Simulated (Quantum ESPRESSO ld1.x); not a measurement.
Results of a calculation; reference values are marked as such.
ld1.x (Quantum ESPRESSO 7.5) input

```
 &input
    atom='S',
    iswitch=1,
    rel=0,
    dft='PW91',
    config='[Ne] 3s2 3p1',
    prefix='ld1',
    max_out_wfc=37,
    file_charge='ld1.rho',
 /
```

It prints (banner and zero overlaps left out):

```
     Program LD1 v.7.5 starts

     --------------------------- All-electron run ----------------------------

     atomic number is 16.00
     dft =PW91   lsd =0 sic =0 latt =0  beta=0.20 tr2=1.0E-14
     Exchange-correlation= PW91
                           (   1   4   2   2   0   0   0)
     mesh =1799 r(mesh) = 100.62606 a.u. xmin = -7.00 dx = 0.00800
     1 Ry =  13.60569312 eV

     n l     nl                  e(Ry)          e(Ha)          e(eV)
     1 0     1S 1( 2.00)      -179.4653       -89.7327     -2441.7501
     2 0     2S 1( 2.00)       -18.5365        -9.2682      -252.2016
     2 1     2P 1( 6.00)       -14.5928        -7.2964      -198.5457
     3 0     3S 1( 2.00)        -3.8341        -1.9171       -52.1660
     3 1     3P 1( 1.00)        -2.9669        -1.4835       -40.3673

     final scf error:  8.2E-15 reached in  21 iterations

     Etot =    -791.130730 Ry,    -395.565365 Ha,  -10763.881929 eV

     Ekin =     790.221112 Ry,     395.110556 Ha,   10751.505943 eV
     Encl =   -1843.669309 Ry,    -921.834655 Ha,  -25084.398841 eV
     Eh   =     311.169426 Ry,     155.584713 Ha,    4233.675713 eV
     Exc  =     -48.851958 Ry,     -24.425979 Ha,    -664.664744 eV
```

Run on one thread of a shared host, so times are rough (Intel(R) Xeon(R) Processor @ 2.60GHz): 0.44 s of CPU time, 0.95 s wall, 21 iterations on 1799 mesh points.
